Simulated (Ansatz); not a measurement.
Coupled-cluster run, CH$_{2}$BFOS, SMILES `OB1SC1F`.

```yaml
crystal:
  periodic: [false, false, false]
  atoms:
    - {symbol: O, position_ang: [-1.123122, 0.224304, 1.441163]}
    - {symbol: B, position_ang: [-0.252800, -0.245009, 0.540003]}
    - {symbol: S, position_ang: [0.885777, -1.551017, 0.263891]}
    - {symbol: C, position_ang: [0.490053, -0.070063, -0.791054]}
    - {symbol: F, position_ang: [1.485853, 0.857361, -0.905081]}
    - {symbol: H, position_ang: [-1.541972, 1.049602, 1.182127]}
    - {symbol: H, position_ang: [0.117412, -0.333278, -1.776850]}
basis:
  gaussian: {orbitals: def2-SVP}
correlation: {method: ccsd_t}
```

```sh
$ ansatz run in.yaml --threads 2 --pin off --events-out ev --progress --plain --max-ram 4352MiB
```

Output of Ansatz, abridged:

```
Functional definition: HF
807 factors; integrals over basis functions are off by at most 1.5e-3 eV
mean field evaluation 1: about -17283.8178 eV, gradient 3.4e1 eV
mean field evaluation 2: about -17283.9217 eV, gradient 3.4e1 eV
mean field evaluation 4: about -17286.4534 eV, gradient 3.4e0 eV
mean field evaluation 8: about -17286.5014 eV, gradient 2.3e-1 eV
mean field -17286.50192153 eV, -635.2672284043 hartree, gradient 1.2e-6 eV, S^2 0.000000; 0 other end points of the search recorded, 0 dependent functions left out
9 core orbitals not correlated: weight in the atoms' cores, before any rotation towards them, 1.000 or more for the frozen orbitals, at most 0.000 for the correlated occupied ones
reference -17286.50192153 eV, -635.2672284043 hartree; 14, 14 occupied and 61, 61 virtual orbitals, 807 factors
second order -19.30291578 eV of doubles, -0.00000000 eV of singles
cycle   1  -19.48756225 eV  change   -1.8e-1 eV  update   1.1e-1
cycle   2  -19.95333969 eV  change   -4.7e-1 eV  update   3.1e-2
cycle   3  -20.07800731 eV  change   -1.2e-1 eV  update   1.8e-2
cycle   4  -20.07025158 eV  change    7.8e-3 eV  update   4.6e-3
cycle   5  -20.06702192 eV  change    3.2e-3 eV  update   2.1e-3
cycle   6  -20.06750281 eV  change   -4.8e-4 eV  update   7.5e-4
cycle   7  -20.06709691 eV  change    4.1e-4 eV  update   2.6e-4
cycle   8  -20.06698748 eV  change    1.1e-4 eV  update   9.4e-5
cycle   9  -20.06702185 eV  change   -3.4e-5 eV  update   4.0e-5
cycle  10  -20.06702908 eV  change   -7.2e-6 eV  update   1.4e-5
perturbative correction -0.59932724 eV, -0.0220248698 hartree
Total energy: -17307.16827785 eV, -636.0267029909 hartree
```

Run time 4.1 s (2 threads of an Arm Neoverse V1 on a shared host); peak host memory 0.26 GiB.

MP2 recovers 93.4 % of the CCSD(T) correlation energy and the triples give 2.9 %; T1 = 0.0151.
